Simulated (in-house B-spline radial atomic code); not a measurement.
A fraction x of an electron is removed from 3d in Ni VI (Ni5+), starting from [Ar] 3d5 and keeping the highest spin. Computed with a radial B-spline atomic code at the basis-set limit: scalar-relativistic (X2C) PBE, spin-polarised, spherical fractional occupations, Fermi nucleus of rms radius 3.7757 fm.

| x | E(x) - E(0) (eV) | 3d up level (eV) |
| --- | --- | --- |
| 0 | 0.0000 | -94.911 |
| 0.02 | 1.9032 | -95.406 |
| 0.13 | 12.5484 | -98.147 |
| 0.32 | 31.6504 | -102.937 |
| 0.42 | 42.0714 | -105.486 |
| 0.5 | 50.5924 | -107.539 |
| 0.53 | 53.8301 | -108.312 |
| 0.69 | 71.4915 | -112.463 |
| 0.87 | 92.1595 | -117.190 |
| 0.91 | 96.8682 | -118.249 |
| 1 | 107.6181 | -120.641 |

The exact functional would give a straight line between the two integer points. Deviations E(x) - E(0) - x[E(1) - E(0)], in eV: -0.249 at x = 0.02, -1.442 at x = 0.13, -2.787 at x = 0.32, -3.128 at x = 0.42, -3.217 at x = 0.5, -3.207 at x = 0.53, -2.765 at x = 0.69, -1.468 at x = 0.87, -1.064 at x = 0.91.

The curve lies below the straight line by up to 3.217 eV (at x = 0.5): convex, the delocalisation error that favours fractional charges.

(1) How well does Slater's transition state (minus the level at half occupation) give the ionisation energy?

Results:

(1) It gives 107.539 eV against 107.618 eV from the two total energies; NIST lists 108.00 eV, ground level to ground level.
